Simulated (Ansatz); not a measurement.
`C[SiH2]B(F)F` + `[F][SbH][SH]` → `C[SiH2][SbH][SH]` + `FB(F)F`  (redistribution)

Program: Ansatz. Geometries: PBE0-D4/def2-TZVP. ΔE: electronic, gas phase. CCSD(T)/CBS is the MP2 limit (def2-TZVPP, def2-QZVPP) plus CCSD(T) − MP2 in def2-TZVPP, frozen cores. This one scheme is used for every species. Elements past krypton have def2 core potentials. For Sb outer-core shells are correlated without core-valence functions, which leaves a few kJ/mol of doubt a bond. Each species was taken in one conformer, which may not be the lowest.

```tsv
species	HF/def2-QZVPP energy (Eh)
`C[SiH2]B(F)F`	-553.54748
`[F][SbH][SH]`	-737.51425
`C[SiH2][SbH][SH]`	-967.76190
`FB(F)F`	-323.35861
```

(1) Work out ΔE.

Largest T1 diagnostic among the species: 0.014.

## Answers

(1) ΔE = (-967.76190) + (-323.35861) − (-553.54748) − (-737.51425) = -0.05878 Eh = -36.9 kcal/mol. CCSD(T)/CBS gives -36.3 kcal/mol.

From PBE to PBE0 (25 % exact exchange), in def2-TZVPP and without D4, ΔE moves by −4.2 kcal/mol. The D4 term adds −2.4 kcal/mol with B3LYP and −1.4 kcal/mol with PBE0; it sums over pairs of atoms, weighted by their polarisabilities, and B3LYP, whose exchange is more repulsive, gets the larger term.

B3LYP here is the variant with VWN-RPA as its local correlation; programs differ in this.
